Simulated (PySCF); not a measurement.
## Correlation energy of Te⁺ (tellurium, charge +1)

[Kr] 4d10 5s1 5p4, high-spin 4P determinant (an excited configuration). Computed with PySCF 2.14 in x2c-TZVPPall with one added diffuse shell each of s, p, d, f type (9s7p5d3f, 76 functions), with the spin-free X2C one-electron Hamiltonian (Gaussian nucleus). Frozen: [Ar] 3d10; 23 electrons correlated.

```tsv
level	correlation energy (mhartree)
CCSD	-490.96
(T)	-15.12
CCSD(T)	-506.08
```

Diagnostics: T1 = 0.0098, D1 = 0.0547, largest double amplitude 0.155.

Is a single reference adequate?

Not fully. A double-excitation amplitude exceeds 0.15, a sign of near-degeneracy.

This basis was not built for core-valence correlation, so the inner-shell part is incomplete.
